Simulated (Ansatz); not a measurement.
Geometry optimisation, Ansatz 0.2.0, RKS PBE/def2-SVP.

input.yaml

```yaml
crystal:
  periodic: [false, false, false]
  atoms:
    - { symbol: C, position_ang: [-1.3393, 0.2476, 1.4956] }
    - { symbol: Te, position_ang: [0.7478, 0.2957, 1.3449] }
    - { symbol: C, position_ang: [0.6246, 0.9778, -0.7001] }
    - { symbol: O, position_ang: [0.1419, 0.0045, -1.4838] }
    - { symbol: Ga, position_ang: [1.2983, -1.8294, -1.3585] }
    - { symbol: H, position_ang: [-1.8073, -0.403, 0.7418] }
    - { symbol: H, position_ang: [-1.6629, -0.0165, 2.5087] }
    - { symbol: H, position_ang: [-1.7372, 1.3287, 1.2726] }
    - { symbol: H, position_ang: [0.0604, 1.9242, -0.699] }
    - { symbol: H, position_ang: [1.6866, 1.18, -1.0298] }
    - { symbol: H, position_ang: [2.4833, -1.6866, -1.0519] }
    - { symbol: H, position_ang: [-0.4191, -2.0782, -1.0064] }
basis:
  gaussian: { orbitals: def2-SVP }
hamiltonian:
  xc: pbe
relax:
  f_tol: 0.015
  max_steps: 40
output:
  orbitals: {}
```

Command:

```bash
$ ansatz run input.yaml --threads 2 --pin off --max-ram 3072MiB --backend cpu --events-out ev --progress --plain --runs-dir out
```

Problem. Where does it end, and by what steps?

Solution. The forces met the threshold. After 20 steps the energy has fallen by 3.527 eV; H7 moved furthest, 0.81 Å. The start is strongly strained (largest force component 13 eV/Å). Joined: Te2–Ga5.

| step | energy less start (eV) | largest force component (eV/Å) | accepted |
| --- | --- | --- | --- |
| 0 | 0.0000 | 13.038 | yes |
| 1 | -2.1726 | 5.040 | yes |
| 2 | -3.0234 | 1.110 | yes |
| 3 | -3.3731 | 0.322 | yes |
| 4 | -3.4275 | 0.664 | yes |
| 5 | -3.3755 | 1.374 | no |
| 6 | -3.4860 | 0.114 | yes |
| 7 | -3.4933 | 0.166 | yes |
| 8 | -3.5048 | 0.045 | yes |
| 9 | -3.4977 | 0.544 | no |
| 10 | -3.5115 | 0.070 | yes |
| 11 | -3.5174 | 0.118 | yes |
| 12 | -3.5151 | 0.363 | no |
| 13 | -3.5227 | 0.071 | yes |
| 14 | -3.5251 | 0.079 | yes |
| 15 | -3.5247 | 0.106 | no |
| 16 | -3.5266 | 0.048 | yes |
| 17 | -3.5265 | 0.050 | no |
| 18 | -3.5269 | 0.032 | yes |
| 19 | -3.5269 | 0.034 | no |
| 20 | -3.5270 | 0.004 | yes |

```xyz
12
Properties=species:S:1:pos:R:3
C -1.346 0.245 1.405
Te 0.829 0.346 1.357
C 0.707 1.096 -0.925
O 0.119 0.097 -1.571
Ga 0.847 -1.526 -0.755
H -1.678 0.143 0.354
H -1.645 -0.644 1.990
H -1.743 1.166 1.867
H 0.136 2.052 -0.881
H 1.799 1.271 -1.089
H 2.360 -1.725 -1.159
H -0.307 -2.577 -0.558
```

Time of the run: 84 s on 2 threads of Arm Neoverse V1, with other jobs on the host, peak memory 0.2 GiB.
